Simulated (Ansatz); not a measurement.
Mulliken charges of `O=C(O)C(=O)[SiH3]` from B3LYP/def2-TZVPP in Ansatz (PBE0-D4/def2-TZVP geometry).

| atom | x (Å) | y (Å) | z (Å) | charge (e) |
| --- | --- | --- | --- | --- |
| O1 | 0.791 | -1.568 | -0.074 | -0.290 |
| C2 | 0.651 | -0.659 | -0.849 | 0.309 |
| O3 | 1.118 | -0.627 | -2.088 | -0.225 |
| C4 | -0.125 | 0.599 | -0.426 | 0.049 |
| O5 | -0.287 | 1.516 | -1.182 | -0.206 |
| Si6 | -0.788 | 0.537 | 1.393 | 0.279 |
| H7 | 1.585 | -1.461 | -2.246 | 0.215 |
| H8 | -1.725 | -0.604 | 1.533 | -0.042 |
| H9 | -1.491 | 1.822 | 1.615 | -0.047 |
| H10 | 0.354 | 0.395 | 2.327 | -0.042 |

**Question.** By hand: the dipole of these point charges (1 e Å = 4.8032 D).

**Answer.** Σ q r = (0.022, -0.132, 0.119) e Å, of length 0.179 e Å = 0.86 D.

**Question.** How does the dipole of the full density compare? (An estimate is asked.)

**Answer.** The calculation gave: (0.112, -0.230, 0.008) e Å, 1.23 D; the point charges give 0.70 times that, at 43° from its direction.

Point charges leave out the atoms' own dipoles, such as those of lone pairs, and Mulliken's split depends on the basis, so the two needn't agree.

B3LYP here is the variant with VWN-RPA as its local correlation; programs differ in this.
